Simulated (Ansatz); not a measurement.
BrH₃OSiTe, SMILES O([Te]Br)[SiH3].

Geometry optimised at B3LYP-D3(BJ)/def2-SVP. This is a generated structure with no PubChem entry under its InChIKey; it may be hypothetical. The def2 effective core potentials stand for the cores of Te; spin–orbit coupling is left out. One conformer was computed; it need not be the lowest.

Two levels are set side by side: PBE/def2-SVPD (Ansatz, a first-principles code) and PBE0/def2-SVPD (Ansatz). Energy differences of separate SCF runs at the same geometry; the states with an electron removed or added have multiplicity 2 and 2. Differences are taken from unrounded values.

```tsv
quantity	PBE0	PBE	PBE minus PBE0
vertical ionisation energy (eV)	8.53	8.27	-0.27
vertical electron affinity (eV)	1.21	1.15	-0.07
vertical singlet–triplet gap (eV)	1.59	1.54	-0.05
```
